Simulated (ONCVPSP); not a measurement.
## Transferability test, ONCV potential for vanadium (V)

- Element: V
- Generator: ONCVPSP 4.0.1
- Type: optimised norm-conserving Vanderbilt (ONCV)
- Functional: LDA (Perdew-Wang 92)
- Relativity: scalar-relativistic
- Frozen core: [Ne]
- Valence charge: 13
- Reference configuration: 3s2 3p6 3d3 4s2
- Partial waves: 3s+4s: rc 1.90 bohr, ncon 4, nbas 7, qcut 7.6 1/bohr, 2 projectors; 3p: rc 1.55 bohr, ncon 5, nbas 8, qcut 10.9 1/bohr, 2 projectors, debl 0.5 Ha; 3d: rc 1.85 bohr, ncon 4, nbas 9, qcut 7.3 1/bohr, 2 projectors, debl 3.9 Ha
- Local potential: polynomial inside 1.20 bohr (lpopt 5, dvloc0 6 Ha)
- Core correction: Teter function, fcfact 2.25, rcfact 1.5

In the p channel the program set the typed energies aside and used -1.615, 0.250 Ha.

Energies are relative to the spin-unpolarised reference configuration 3s2 3p6 3d3 4s2; without spin polarisation the order of configurations can differ from experiment.

```
valence configuration  charge  ΔE all-electron (eV)  error AE − PS (meV)
      3s2 3p6 3d3 4s1      +1                 7.934                 +0.1
      3s2 3p6 3d3 4s0      +2                22.472                 +0.6
      3s2 3p6 3d2 4s0      +3                51.635                  +78
```

**Question.** What are ΔE and the potential's error for 3s2 3p6 3d3.5 4s1.5?

**Answer.** ΔE = 0.024 eV all-electron; the error (AE − PS) is +9.8 meV.
